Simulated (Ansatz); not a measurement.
A calculation with Ansatz (development build ahead of 0.2.0).

```yaml
crystal:
  periodic: [false, false, false]
  atoms:
    - { symbol: H, position_ang: [-0.95, 1.64545, 0.37] }
    - { symbol: H, position_ang: [1.9, 0.0, 0.37] }
    - { symbol: H, position_ang: [-1.9, 0.0, -0.37] }
    - { symbol: H, position_ang: [-0.95, -1.64545, -0.37] }
    - { symbol: H, position_ang: [0.95, -1.64545, -0.37] }
    - { symbol: H, position_ang: [0.95, 1.64545, -0.37] }
    - { symbol: H, position_ang: [0.95, -1.64545, 0.37] }
    - { symbol: H, position_ang: [1.9, 0.0, -0.37] }
    - { symbol: H, position_ang: [-1.9, 0.0, 0.37] }
    - { symbol: H, position_ang: [-0.95, -1.64545, 0.37] }
    - { symbol: H, position_ang: [-0.95, 1.64545, -0.37] }
    - { symbol: H, position_ang: [0.95, 1.64545, 0.37] }
basis:
  gaussian: { orbitals: def2-SVP }
hamiltonian:
  xc: hf
output:
  forces: true
```

The input is written out in the form of the current development build from the run's settings.

Output:

| Property | Result |
| --- | --- |
| Converged | yes |
| Total energy | -6.66514 hartree |

Forces (eV/Å):
| atom | Fx | Fy | Fz |
| --- | --- | --- | --- |
| H1 | -0.375 | 0.649 | -0.513 |
| H2 | 0.750 | 0.000 | -0.513 |
| H3 | -0.750 | 0.000 | 0.513 |
| H4 | -0.375 | -0.649 | 0.513 |
| H5 | 0.375 | -0.649 | 0.513 |
| H6 | 0.375 | 0.649 | 0.513 |
| H7 | 0.375 | -0.649 | -0.513 |
| H8 | 0.750 | 0.000 | 0.513 |
| H9 | -0.750 | 0.000 | -0.513 |
| H10 | -0.375 | -0.649 | -0.513 |
| H11 | -0.375 | 0.649 | 0.513 |
| H12 | 0.375 | 0.649 | -0.513 |

Caution: no unrestricted run beside it, a lower state can exist.
